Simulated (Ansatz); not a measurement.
Stepwise reaction of `[F][Hf]([F])([F])[Cl]` with ammonia, as a gas-phase model of exchange steps in deposition or etching. ΔE in kJ/mol; ΔG adds harmonic PBE0-D4 terms to CCSD(T)/CBS, at 1 bar.

Calculated with Ansatz (gas phase, PBE0-D4/def2-TZVP geometries, no zero-point term in ΔE). CBS: MP2 limit from def2 TZ/QZ plus the TZ coupled-cluster correction, frozen cores. This one scheme is used for every species. Functionals use def2-TZVPP. B3LYP here is the variant with VWN-RPA as its local correlation; programs differ in this. Elements past krypton have def2 core potentials. For Hf outer-core shells are correlated without core-valence functions, which leaves a few kJ/mol of doubt a bond. One conformer a species, not always the lowest.

```tsv
step	reaction	PBE-D4	B3LYP-D4	ωB97M-V	CCSD(T)/CBS	ΔG(600 K)
2	`[NH2][Hf]([F])([F])[Cl]` + NH₃ → `[NH2][Hf]([NH2])([F])[Cl]` + H–F	116.9	118.0	118.1	108.7	104.4
```

Task: Give the row of step 1, `[F][Hf]([F])([F])[Cl]` + NH₃ → `[NH2][Hf]([F])([F])[Cl]` + H–F. (Estimate.)

Result: The calculation gave: 
```
step                                                         reaction  PBE-D4  B3LYP-D4  ωB97M-V  CCSD(T)/CBS  ΔG(600 K)
   1  `[F][Hf]([F])([F])[Cl]` + NH₃ → `[NH2][Hf]([F])([F])[Cl]` + H–F   110.1     111.0    110.9        102.8       90.6
```

Task: By hand: ΔE of the 2 steps together at CCSD(T)/CBS.

Result: (102.8) + (108.7) = 211.5 kJ/mol, or 105.8 kJ/mol a step.

In ΔE each step is higher than the one before. All are uphill at CCSD(T)/CBS. ΔG lies between 90.6 and 104.4 kJ/mol a step. PBE-D4 differs from CCSD(T)/CBS by 7.3 to 8.2 kJ/mol a step. Isolated molecules leave out the surface, adducts and barriers. Largest T1 diagnostic: 0.016.
